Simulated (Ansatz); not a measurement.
`C=C[SiH2]Br` + H₂Se → `[SeH][SiH2]Br` + `C=C` at 600 K and 1 bar (ligand exchange at the Si–C bond).

Computed with Ansatz on PBE0-D4/def2-TZVP structures; ΔE is electronic, products minus reactants. CBS: MP2 limit from def2 TZ/QZ plus the TZ coupled-cluster correction, frozen cores. This one scheme is used for every species. For Br, Se outer-core shells are correlated without core-valence functions, which leaves a few kJ/mol of doubt a bond. Scalar relativity is left out up to krypton. Each species was taken in one conformer, which may not be the lowest.

| species | CCSD(T)/CBS energy (Eh) | H − E (kJ/mol) | S (J/(mol·K)) |
| --- | --- | --- | --- |
| `C=C[SiH2]Br` | -2941.53535 | 211.6 | 409.0 |
| H₂Se | -2401.89790 | 57.0 | 244.8 |
| `[SeH][SiH2]Br` | -5264.97418 | 113.9 | 393.2 |
| `C=C` | -78.48111 | 161.6 | 257.2 |

H − E and S are ideal-gas, rigid-rotor, harmonic terms from PBE0-D4/def2-TZVP, for one conformer and one mirror image of each species. 1 Eh = 2625.50 kJ/mol, R = 8.31446 J/(mol·K).

By hand: ΔE, ΔH, ΔS and ΔG.

ΔE = (-5264.97418) + (-78.48111) − (-2941.53535) − (-2401.89790) = -0.02204 Eh = -57.9 kJ/mol. Δ(H − E) = 113.9 + 161.6 − 211.6 − 57.0 = 6.9, so ΔH = -51.0 kJ/mol. ΔS = 393.2 + 257.2 − 409.0 − 244.8 = -3.4 J/(mol·K). ΔG = -51.0 − 600 × (-3.4)/1000 = -49.0 kJ/mol.

By hand: the equilibrium constant, and the temperature at which ΔG would vanish if ΔH and ΔS stayed fixed.

log₁₀ K = −ΔG/(RT ln 10) = 4.3. ΔG = 0 at ΔH/ΔS = 15000 K, far beyond where these terms or the molecules hold.

The number of gas molecules stays the same, so ΔS is small and ΔH decides. A doubt of 5 kJ/mol in ΔE shifts log₁₀ K by 0.4 here. Other conformers and mirror images would add mixing entropy, several J/(mol·K) or more a flexible species. These are equilibria of isolated gas molecules and say nothing of rates. Largest T1 diagnostic: 0.011 (customary marks: 0.02 for closed shells, 0.045 for open ones).
